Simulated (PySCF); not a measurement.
NMR data simulated for an unnamed compound:

¹H NMR (400 MHz, computed): δ 6.57 (m, 1H), 6.40 (m, 1H), 2.25 (s, 1H).

¹³C{¹H} NMR (computed): δ 142.0 (CH), 132.3 (C), 125.1 (CH), 95.5 (C), 86.8 (CH), 73.3 (C), 72.7 (C).

[PySCF 2.14: shieldings: GIAO PBE0/pcSseg-1; coordinates at the GFN2-xTB level; isolated molecule; relativity neglected; averaged over atoms made equivalent by symmetry, fast rotation or ring inversion; one conformer]

Referencing at the same level of theory: TMS for ¹H (σref 31.72) and ¹³C (σref 186.93).

Q: Which of these does the molecule contain: an aldehyde, a Si–H bond, a non-aromatic C=C double bond, an N-methyl group, a CF3 group, a C≡C triple bond?

A: 
- An aldehyde: no.
- A Si–H bond: no.
- A non-aromatic C=C double bond: yes.
- An N-methyl group: no.
- A CF3 group: yes (δC 132.3).
- A C≡C triple bond: yes (δC 86.8, 72.7; δH 2.25 (s)).

The data belong to SMILES FC(/C=C/C#CC#C)(F)F, C$_{7}$H$_{3}$F$_{3}$; they needn't prove each group on their own.

Carbon signals by region: 3 in the sp2 and nitrile region (100–160 ppm), 4 at 50–100 ppm.

Splittings by ¹⁹F in the carbon and heteronuclear signals aren't shown, as no couplings were computed. Shifts are as computed. Against solution values, carbons near 30 ppm lie about +3 ppm off and those near 130 ppm about +5 ppm. Of 1211 compounds with measured shifts, 218 miss one by over three times the rms of a fit or turn the order of signals round; such compounds aren't used in these exercises. Multiplicities follow the n + 1 count of equivalent neighbours, as no J values were calculated; m marks all less simple cases, F and P coupling included.
